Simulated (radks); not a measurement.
The sulfur anion S-, [Ne] 3s2 3p5, held by a Watson sphere: a shell of charge +1 at radius R that stands for the Madelung well of a crystal (potential energy -1/R inside, -1/r outside, in hartree with lengths in bohr). All-electron calculation, non-relativistic Kohn-Sham, LDA (Slater exchange, VWN5 correlation), spin-polarised, spherical densities, point nucleus; open shells are filled with parallel spins first. Program: a radial shooting solver on a logarithmic mesh with Libxc functionals. Response by self-consistent Sternheimer equations with the Hartree and adiabatic LDA kernel. The sphere does not respond.

R (bohr),e(3s down) (eV),e(3p up) (eV),e(3p down) (eV),<r> 3p (bohr),sum of <r^2> (bohr^2),X-ray form factor at sin(theta)/lambda = 0.3 1/angstrom,alpha (bohr^3)
1.97,-17.418,-8.207,-7.508,2.082,34.36,9.032,22.35
2.04,-17.298,-8.127,-7.432,2.093,34.69,9.025,22.88
2.34,-16.794,-7.760,-7.081,2.140,36.03,9.007,25.33
2.74,-16.163,-7.238,-6.577,2.195,37.66,9.001,29.05
3.98,-14.566,-5.732,-5.098,2.316,41.34,9.012,42.10
